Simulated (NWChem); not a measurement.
System: MoH6O2; SMILES [MoH4]([OH])[OH]

NWChem input:

```
start job
memory heap 200 mb stack 900 mb global 1100 mb
geometry units angstroms
  Mo    -0.000000     0.137274    -0.173137
  O     -1.695092    -0.030697     0.603412
  H     -2.527679    -0.412090     0.305789
  O      1.695092    -0.030697     0.603412
  H      2.527679    -0.412090     0.305789
  H      0.833784    -0.219205    -1.545989
  H     -0.000000    -1.391719    -0.763007
  H      0.000000     1.369702    -1.303136
  H     -0.833783    -0.219204    -1.545989
end
basis spherical
  * library sto-3g
end
dft
  xc hfexch
  iterations 150
end
driver
  maxiter 120
end
task dft optimize
task dft freq
```

Output (shortened):

```
             Northwest Computational Chemistry Package (NWChem) 7.3.0
             --------------------------------------------------------

 CS  symmetry detected

                             Geometry "geometry" -> ""
                             -------------------------

 Output coordinates in angstroms (scale by  1.889725989 to convert to a.u.)

  No.       Tag          Charge          X              Y              Z
 ---- ---------------- ---------- -------------- -------------- --------------
    1 Mo                  42.0000    -0.15025932     0.04949612     0.00000000
    2 O                    8.0000     0.64368126     0.01948014    -1.69509200
    3 H                    1.0000     0.41710776    -0.40795936    -2.52767900
    4 O                    8.0000     0.64368126     0.01948014     1.69509200
    5 H                    1.0000     0.41710776    -0.40795936     2.52767900
    6 H                    1.0000    -1.43993902    -0.54086462     0.83378350
    7 H                    1.0000    -0.46453299    -1.55891872     0.00000000
    8 H                    1.0000    -1.47781328     1.06604763     0.00000000
    9 H                    1.0000    -1.43993902    -0.54086462    -0.83378350

 Effective nuclear repulsion energy (a.u.)     297.1003414010

      Symmetry information
      --------------------

 Group name             Cs
 Group number              2
 Group order               2
 No. of unique centers     6

                                Z-matrix (autoz)
                                --------

 Units are Angstrom for bonds and degrees for angles

      Type          Name      I     J     K     L     M      Value
      ----------- --------  ----- ----- ----- ----- ----- ----------
    1 Stretch                  1     2                       1.87205
    2 Stretch                  1     4                       1.87205
    3 Stretch                  1     6                       1.64529
    4 Stretch                  1     7                       1.63883
    5 Stretch                  1     8                       1.67206
    6 Stretch                  1     9                       1.64529
    7 Stretch                  2     3                       0.96293
    8 Stretch                  4     5                       0.96293
    9 Bend                     1     2     3               133.64851
   10 Bend                     1     4     5               133.64851
   11 Bend                     2     1     4               129.77402
   12 Bend                     2     1     6               141.77139
   13 Bend                     2     1     7                93.76088
   14 Bend                     2     1     8               110.27153
   15 Bend                     2     1     9                82.40430
   16 Bend                     4     1     6                82.40430
   17 Bend                     4     1     7                93.76088
   18 Bend                     4     1     8               110.27153
   19 Bend                     4     1     9               141.77139
   20 Bend                     6     1     7                59.83602
   21 Bend                     6     1     8                66.15849
   22 Bend                     6     1     9                60.89764
   23 Bend                     7     1     8               116.38654
   24 Bend                     7     1     9                59.83602
   25 Bend                     8     1     9                66.15849
   26 Torsion                  2     1     4     5        -141.29519
   27 Torsion                  3     2     1     4         141.29519
   28 Torsion                  3     2     1     6           0.14656
   29 Torsion                  3     2     1     7          43.23319
   30 Torsion                  3     2     1     8         -76.70534
   31 Torsion                  3     2     1     9         -15.65001
   32 Torsion                  5     4     1     6          15.65001
   33 Torsion                  5     4     1     7         -43.23319
   34 Torsion                  5     4     1     8          76.70534
   35 Torsion                  5     4     1     9          -0.14656

  xc_inp: hfexch multiplicative factor not found.

                           NWChem Geometry Optimization
                           ----------------------------

 maximum gradient threshold         (gmax) =   0.000450
 rms gradient threshold             (grms) =   0.000300
 maximum cartesian step threshold   (xmax) =   0.001800
 rms cartesian step threshold       (xrms) =   0.001200
 fixed trust radius                (trust) =   0.300000
 source of zmatrix                         =   autoz

          -------------------
          Energy Minimization
          -------------------

 Using diagonal initial Hessian
 Scaling for Hessian diagonals: bonds = 1.00  angles = 0.25  torsions = 0.10

          --------
          Step   0

                                 NWChem DFT Module
                                 -----------------

 Summary of "ao basis" -> "ao basis" (spherical)
 ------------------------------------------------------------------------------
       Tag                 Description            Shells   Functions and Types
 ---------------- ------------------------------  ------  ---------------------
 Mo                          sto-3g                 11       27   5s4p2d
 O                           sto-3g                  3        5   2s1p
 H                           sto-3g                  1        1   1s

      Symmetry analysis of basis
      --------------------------

        a'         28
        a"         15

            General Information
            -------------------
          SCF calculation type: DFT
          Wavefunction type:  closed shell.
          No. of atoms     :     9
          No. of electrons :    64
           Alpha electrons :    32
            Beta electrons :    32
          Charge           :     0
          Spin multiplicity:     1
          Use of symmetry is: on ; symmetry adaption is: on
          Maximum number of iterations: 150
          AO basis - number of functions:    43
                     number of shells:    23
          Convergence on energy requested:  1.00D-06
          Convergence on density requested:  1.00D-05
          Convergence on gradient requested:  5.00D-04

              XC Information
              --------------
                     Hartree-Fock (Exact) Exchange  1.000

      Superposition of Atomic Density Guess
      -------------------------------------

 Sum of atomic energies:       -4086.10615980

      Non-variational initial energy
      ------------------------------

 Total energy =   -4085.659301
 1-e energy   =   -6250.327960
 2-e energy   =    1867.568318
 HOMO         =      -0.140973
 LUMO         =       0.140009

      Symmetry analysis of molecular orbitals - initial
      -------------------------------------------------

  Numbering of irreducible representations:

     1 a'          2 a"

  Orbital symmetries:

     1 a'          2 a'          3 a'          4 a'          5 a"
     6 a'          7 a"          8 a'          9 a'         10 a"
    11 a'         12 a"         13 a'         14 a'         15 a'
    16 a"         17 a'         18 a"         19 a'         20 a'
    21 a'         22 a"         23 a'         24 a"         25 a'
    26 a'         27 a"         28 a'         29 a"         30 a'
    31 a"         32 a'         33 a"         34 a'         35 a'
    36 a"         37 a'         38 a'         39 a"         40 a'
    41 a'         42 a"

[...]

      ----------------------
      Optimization converged
      ----------------------

  Step       Energy      Delta E   Gmax     Grms     Xrms     Xmax
  ---- ---------------- -------- -------- -------- -------- --------
@   11   -4087.06235327 -2.5D-07  0.00004  0.00002  0.00041  0.00103
                                     ok       ok       ok       ok

                                Z-matrix (autoz)
                                --------

 Units are Angstrom for bonds and degrees for angles

      Type          Name      I     J     K     L     M      Value     Gradient
      ----------- --------  ----- ----- ----- ----- ----- ---------- ----------
    1 Stretch                  1     2                       1.77621    0.00004
    2 Stretch                  1     4                       1.77621    0.00004
    3 Stretch                  1     6                       1.61048    0.00002
    4 Stretch                  1     7                       1.59669   -0.00003
    5 Stretch                  1     8                       1.63536    0.00003
    6 Stretch                  1     9                       1.61048    0.00002
    7 Stretch                  2     3                       0.97758   -0.00004
    8 Stretch                  4     5                       0.97758   -0.00004
    9 Bend                     1     2     3               137.62881   -0.00002
   10 Bend                     1     4     5               137.62881   -0.00002
   11 Bend                     2     1     4               115.66872   -0.00001
   12 Bend                     2     1     6               149.61382   -0.00001
   13 Bend                     2     1     7                91.08470   -0.00001
   14 Bend                     2     1     8               112.72714    0.00001
   15 Bend                     2     1     9                86.43500    0.00001
   16 Bend                     4     1     6                86.43500    0.00001
   17 Bend                     4     1     7                91.08470   -0.00001
   18 Bend                     4     1     8               112.72714    0.00001
   19 Bend                     4     1     9               149.61382   -0.00001
   20 Bend                     6     1     7                66.68038   -0.00001
   21 Bend                     6     1     8                73.05500    0.00001
   22 Bend                     6     1     9                66.22037   -0.00002
   23 Bend                     7     1     8               131.43460    0.00000
   24 Bend                     7     1     9                66.68038   -0.00001
   25 Bend                     8     1     9                73.05500    0.00001
   26 Torsion                  2     1     4     5        -136.93446    0.00001
   27 Torsion                  3     2     1     4         136.93446   -0.00001
   28 Torsion                  3     2     1     6           3.83877    0.00003
   29 Torsion                  3     2     1     7          45.20923    0.00000
   30 Torsion                  3     2     1     8         -91.30391    0.00000
   31 Torsion                  3     2     1     9         -21.34518    0.00001
   32 Torsion                  5     4     1     6          21.34518   -0.00001
   33 Torsion                  5     4     1     7         -45.20923   -0.00000
   34 Torsion                  5     4     1     8          91.30391   -0.00000
   35 Torsion                  5     4     1     9          -3.83877   -0.00003

                         Geometry "geometry" -> "geometry"
                         ---------------------------------

 Output coordinates in angstroms (scale by  1.889725989 to convert to a.u.)

  No.       Tag          Charge          X              Y              Z
 ---- ---------------- ---------- -------------- -------------- --------------
    1 Mo                  42.0000    -0.32064726     0.02874150     0.00000000
    2 O                    8.0000     0.62485603     0.01524483    -1.50358571
    3 H                    1.0000     0.59548919    -0.43424756    -2.37120062
    4 O                    8.0000     0.62485603     0.01524483     1.50358571
    5 H                    1.0000     0.59548919    -0.43424756     2.37120062
    6 H                    1.0000    -1.53975063    -0.54876494     0.87972584
    7 H                    1.0000    -0.40019349    -1.56596770     0.00000000
    8 H                    1.0000    -1.49125401     1.17069888     0.00000000
    9 H                    1.0000    -1.53975063    -0.54876494    -0.87972584

 Effective nuclear repulsion energy (a.u.)     310.4354306269

      Symmetry information
      --------------------

 Group name             Cs
 Group number              2
 Group order               2
 No. of unique centers     6

[...]

 Rotational Constants
 --------------------
 A=   0.500649 cm-1  (  0.720306 K)
 B=   0.187042 cm-1  (  0.269105 K)
 C=   0.147910 cm-1  (  0.212805 K)

 Temperature                      =   298.15K
 frequency scaling parameter      =   1.0000

 Zero-Point correction to Energy  =   45.373 kcal/mol  (  0.072306 au)
 Thermal correction to Energy     =   48.522 kcal/mol  (  0.077326 au)
 Thermal correction to Enthalpy   =   49.115 kcal/mol  (  0.078269 au)

 Total Entropy                    =   72.191 cal/mol-K
   - Translational                =   40.615 cal/mol-K (mol. weight = 135.9423)
   - Rotational                   =   24.259 cal/mol-K (symmetry #  =        1)
   - Vibrational                  =    7.318 cal/mol-K

 Cv (constant volume heat capacity) =   16.822 cal/mol-K
   - Translational                  =    2.979 cal/mol-K
   - Rotational                     =    2.979 cal/mol-K
   - Vibrational                    =   10.863 cal/mol-K

[normal modes left out]

 ----------------------------------------------------------------------------
 Normal Eigenvalue ||           Projected Infra Red Intensities
  Mode   [cm**-1]  || [atomic units] [(debye/angs)**2] [(KM/mol)] [arbitrary]
 ------ ---------- || -------------- ----------------- ---------- -----------
    1       -0.000 ||    0.002078           0.048         2.026       0.410
    2        0.000 ||    0.001270           0.029         1.238       0.251
    3        0.000 ||    0.000104           0.002         0.101       0.020
    4        0.000 ||    0.002330           0.054         2.272       0.460
    5        0.000 ||    0.000003           0.000         0.003       0.001
    6        0.000 ||    0.001559           0.036         1.520       0.308
    7      193.384 ||    0.001400           0.032         1.365       0.276
    8      223.240 ||    0.002613           0.060         2.548       0.516
    9      316.817 ||    0.021492           0.496        20.952       4.241
   10      552.220 ||    0.127159           2.934       123.961      25.095
   11      695.966 ||    0.000016           0.000         0.015       0.003
   12      753.103 ||    0.195303           4.506       190.391      38.543
   13      799.846 ||    0.000207           0.005         0.201       0.041
   14      857.350 ||    0.154191           3.557       150.313      30.429
   15      867.934 ||    0.120932           2.790       117.890      23.866
   16      974.706 ||    0.040742           0.940        39.717       8.040
   17     1174.705 ||    0.079407           1.832        77.410      15.671
   18     1221.373 ||    0.022644           0.522        22.074       4.469
   19     1391.392 ||    0.102506           2.365        99.928      20.230
   20     1417.024 ||    0.021673           0.500        21.127       4.277
   21     1490.435 ||    0.082802           1.910        80.720      16.341
   22     2449.178 ||    0.033280           0.768        32.443       6.568
   23     2525.938 ||    0.091910           2.120        89.598      18.138
   24     2564.140 ||    0.160165           3.695       156.137      31.608
   25     2623.664 ||    0.069707           1.608        67.954      13.757
   26     4329.621 ||    0.026917           0.621        26.240       5.312
   27     4331.956 ||    0.005725           0.132         5.581       1.130
 ----------------------------------------------------------------------------
```

Level: Hartree-Fock/STO-3G, non-relativistic.
